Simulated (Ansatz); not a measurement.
`C[Si](F)(F)[SnH3]` and `C[SiH](F)[SnH3]` differ in one atom or group.

Ansatz, PBE0-D4/def2-TZVP geometries, multiplicity 1. 

Elements past krypton have def2 core potentials.

| property | `C[Si](F)(F)[SnH3]` |
| --- | --- |
| HOMO energy (ωB97M-V/def2-TZVPP) / eV | -9.97 |
| HOMO–LUMO gap (PBE/def2-TZVPP) / eV | 5.89 |
| HOMO energy (PBE0/def2-TZVPP) / eV | -7.95 |
| LUMO energy (B3LYP/def2-TZVPP) / eV | -0.31 |
| HOMO–LUMO gap (ωB97M-V/def2-TZVPP) / eV | 11.47 |
| size of the dipole moment (B3LYP/def2-TZVPP) / D | 1.93 |

Question: What does the change do to each property? (An estimate is asked.)

Answer: Computed: 
| property | `C[SiH](F)[SnH3]` | shift |
| --- | --- | --- |
| HOMO energy (ωB97M-V/def2-TZVPP) / eV | -9.74 | 0.23 |
| HOMO–LUMO gap (PBE/def2-TZVPP) / eV | 5.50 | -0.39 |
| HOMO energy (PBE0/def2-TZVPP) / eV | -7.73 | 0.22 |
| LUMO energy (B3LYP/def2-TZVPP) / eV | -0.50 | -0.19 |
| HOMO–LUMO gap (ωB97M-V/def2-TZVPP) / eV | 11.10 | -0.37 |
| size of the dipole moment (B3LYP/def2-TZVPP) / D | 1.66 | -0.27 |

With PBE0 the HOMO rises by 0.22 eV and the LUMO falls by 0.20 eV, so the gap narrows by about 0.42 eV. PBE moves the HOMO by 0.16 eV and ωB97M-V by 0.23 eV. Dipoles are sizes alone; their direction can turn.

B3LYP here is the variant with VWN-RPA as its local correlation; programs differ in this.
